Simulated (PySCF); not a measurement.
A GIAO shielding run with PySCF (density fitting, non-relativistic, gas phase) on `Cl[C@H](CCl)[C@@H]1C[SiH2]1`, C4H8Cl2Si:

```
$ OMP_NUM_THREADS=1 python probes_run.py task.json out

{"job": {"kind": "nmr", "xc": "PBE0", "basis": "pcSseg-1"}, "charge": 0, "multiplicity": 1}
Cl     1.914094     1.859729    -0.179905
C      2.041123     0.086932    -0.229390
C      0.687939    -0.517842    -0.555438
Cl     0.992355    -2.302144    -0.764721
C     -0.338093    -0.286112     0.496936
C     -1.800930    -0.595514     0.143652
Si    -1.472603     1.235378     0.417513
H      2.388872    -0.241516     0.750542
H      2.782245    -0.162229    -0.988842
H      0.339518    -0.175519    -1.532458
H     -0.019043    -0.652159     1.467136
H     -1.960880    -0.970380    -0.858165
H     -2.342904    -1.182986     0.870893
H     -1.380564     2.087782    -0.750659
H     -1.835542     1.824568     1.690993
```

Hardware: 1 thread of an Arm Neoverse N1, shared host. The job also computes population analyses, field gradients, ring-centre shieldings.

Q: How large is the calculation?

A: 80 electrons, 180 basis functions and 1003 auxiliary functions.

Q: How long does it take, and how much memory does it need?

A: 62 s of wall time, with 13 SCF cycles and 5 response iterations; peak memory 0.82 GiB. Times on a shared host scatter by some tens of per cent.
